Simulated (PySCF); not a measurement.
PySCF input (M06-2X/LANL2DZ):

```python
from pyscf import gto, dft

mol = gto.M(
    atom='''
    I     0.00000000    0.00000000    0.00000000
    ''',
    basis='lanl2dz',
    ecp='lanl2dz',
    charge=0,
    spin=1,
    symmetry='D2h',
    verbose=4,
)

mf = dft.UKS(mol, xc='m062x')
mf.grids.level = 4
mf.conv_tol = 1e-9
mf.max_cycle = 100
mf.max_memory = 1500
mf.kernel()
if not mf.converged:
    mf = mf.newton()
    mf.kernel(mf.make_rdm1())
mf.dip_moment()
```

From the last part of the output:

```
symmetrized grids: D2h
atomic radii adjust function: <function treutler_atomic_radii_adjust>
small_rho_cutoff = 0
Freeze 0 electrons in irreps []
    7 free electrons in irreps Ag B1u B2u B3u
Set gradient conv threshold to 3.16228e-05
tot grids = 31592
init E= -8.0089945335032
alpha HOMO (B1u) = -0.102929809957321  LUMO (B1u) = 0.523566291562708
beta  HOMO (B1u) = -0.102929809957321  LUMO (B2u) = -0.102929809957321

WARN: HOMO -0.102929809957321 >= LUMO -0.102929809957321

WARN: alpha-B1u HOMO -0.102929809957321 > system LUMO -0.102929809957321

WARN: alpha-B2u HOMO -0.102929809957321 > system LUMO -0.102929809957321

WARN: alpha-B3u HOMO -0.102929809957321 > system LUMO -0.102929809957321

WARN: beta-B1u HOMO -0.102929809957321 > system LUMO -0.102929809957321

WARN: beta-B2u HOMO -0.102929809957321 > system LUMO -0.102929809957321

cycle= 1 E= -11.261838273025  delta_E= -3.25  |g|= 0.198  |ddm|= 2.53
alpha HOMO (B2u) = -0.393113985723861  LUMO (B3u) = 0.339083858338044
beta  HOMO (B1u) = -0.379903797109171  LUMO (B3u) = -0.246006983558358
  HOMO = -0.379903797109  LUMO = -0.246006983558  gap/eV = 3.64352
cycle= 2 E= -11.3041807707747  delta_E= -0.0423  |g|= 0.0376  |ddm|= 0.534
alpha HOMO (B1u) = -0.334359133496906  LUMO (B3u) = 0.391949100317601
beta  HOMO (B1u) = -0.321442264264747  LUMO (B3u) = -0.182176141884381
  HOMO = -0.321442264265  LUMO = -0.182176141884  gap/eV = 3.78962
cycle= 3 E= -11.3054893176211  delta_E= -0.00131  |g|= 0.00145  |ddm|= 0.0798
alpha HOMO (B2u) = -0.335250519629693  LUMO (B3u) = 0.392002916313667
beta  HOMO (B2u) = -0.321668009242275  LUMO (B3u) = -0.182432413126642
  HOMO = -0.321668009242  LUMO = -0.182432413127  gap/eV = 3.78879
cycle= 4 E= -11.3054926016671  delta_E= -3.28e-06  |g|= 0.000296  |ddm|= 0.00397
alpha HOMO (B2u) = -0.335313974630246  LUMO (B3u) = 0.392002172430898
beta  HOMO (B2u) = -0.321571306333104  LUMO (B3u) = -0.182388776326727
  HOMO = -0.321571306333  LUMO = -0.182388776327  gap/eV = 3.78735
cycle= 5 E= -11.3054927532041  delta_E= -1.52e-07  |g|= 7.08e-06  |ddm|= 0.00106
alpha HOMO (B1u) = -0.335314826098099  LUMO (B3u) = 0.392005709410065
beta  HOMO (B2u) = -0.321569409596228  LUMO (B3u) = -0.182387083284243
  HOMO = -0.321569409596  LUMO = -0.182387083284  gap/eV = 3.78734
cycle= 6 E= -11.3054927532815  delta_E= -7.74e-11  |g|= 1.1e-06  |ddm|= 2e-05
alpha HOMO (B1u) = -0.335315045437602  LUMO (B3u) = 0.392005300746644
beta  HOMO (B1u) = -0.321569328882984  LUMO (B3u) = -0.182387269215282
  HOMO = -0.321569328883  LUMO = -0.182387269215  gap/eV = 3.78734
Extra cycle  E= -11.3054927532834  delta_E= -1.92e-12  |g|= 2.34e-07  |ddm|= 2.99e-06
converged SCF energy = -11.3054927532834  <S^2> = 0.75028374  2S+1 = 2.0002837
Dipole moment(X, Y, Z, Debye):  0.00000,  0.00000,  0.00000
```
